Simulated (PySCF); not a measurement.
Computed IR spectrum (relative IR intensity) of a molecule C₃H₅BO₂. Coordinates come from a PBE0-D3(BJ)/def2-SVP optimisation. Other conformers were not sampled. Method: PBE0-D3(BJ)/def2-SVP (PySCF). No scaling factor is applied to the harmonic values.

ν (cm⁻¹): 140 (vw), 484 (w), 610 (m), 865 (m), 870 (m), 917 (w), 1034 (m), 1107 (w), 1233 (s), 1276 (m), 1384 (vw), 1446 (vw), 1547 (vs), 1758 (m), 3059 (w), 3117 (w), 3903 (m) (against the strongest line: vs over 80 %, s over 45 %, m over 15 %, w over 4 %, vw less)

Q: Which molecule gave these data?
(A) C=CB(O)C=O
(B) C=C1OCB1O
(C) OB1C=CCO1
(D) C=C1COB1O

A: B, C=C1OCB1O
